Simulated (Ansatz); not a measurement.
Geometry optimisation, Ansatz 0.2.0, RKS B3LYP-D4/def2-SVP.

The input (input.yaml):

```yaml
crystal:
  periodic: [false, false, false]
  atoms:
    - { symbol: O, position_ang: [1.65855, 0.63228, 2.1094] }
    - { symbol: B, position_ang: [0.86258, 0.69354, 1.22326] }
    - { symbol: C, position_ang: [-0.16479, 0.72592, 0.07367] }
    - { symbol: Al, position_ang: [-0.40933, -1.04058, -0.83556] }
    - { symbol: H, position_ang: [0.15695, 1.47795, -0.66129] }
    - { symbol: H, position_ang: [-1.12797, 1.07166, 0.4765] }
    - { symbol: H, position_ang: [0.41138, -1.44539, -2.08409] }
    - { symbol: H, position_ang: [-1.38738, -2.11537, -0.30189] }
basis:
  gaussian: { orbitals: def2-SVP }
hamiltonian:
  xc: b3lyp
  dispersion: d4
relax:
  f_tol: 0.02
  max_steps: 50
```

Command:

```bash
$ ansatz run input.yaml --threads 1 --pin off --max-ram 2048MiB --backend cpu --events-out ev --progress --plain --runs-dir out
```

**Question.** Where does it end, and by what steps?

**Answer.** The run converged. After 5 steps the energy has fallen by 0.070 eV; H7 moved furthest, 0.13 Å.

```json
{"step": "0", "energy less start (eV)": "0.0000", "largest force component (eV/Å)": "1.534", "accepted": "yes"}
{"step": "1", "energy less start (eV)": "-0.0655", "largest force component (eV/Å)": "0.319", "accepted": "yes"}
{"step": "2", "energy less start (eV)": "-0.0690", "largest force component (eV/Å)": "0.044", "accepted": "yes"}
{"step": "3", "energy less start (eV)": "-0.0696", "largest force component (eV/Å)": "0.057", "accepted": "yes"}
{"step": "4", "energy less start (eV)": "-0.0702", "largest force component (eV/Å)": "0.059", "accepted": "yes"}
{"step": "5", "energy less start (eV)": "-0.0704", "largest force component (eV/Å)": "0.005", "accepted": "yes"}
```

```xyz
8
Properties=species:S:1:pos:R:3
O 1.659 0.534 2.050
B 0.833 0.668 1.175
C -0.191 0.738 0.053
Al -0.376 -1.038 -0.800
H 0.140 1.484 -0.690
H -1.161 1.055 0.474
H 0.517 -1.377 -2.061
H -1.421 -2.064 -0.202
```

Whether the end is a true minimum wasn't checked by a vibrational analysis.

Time of the run: 20 s on 1 thread of Intel(R) Xeon(R) Platinum 8375C CPU @ 2.90GHz (Ice Lake), with other jobs on the host, peak memory 0.16 GiB.
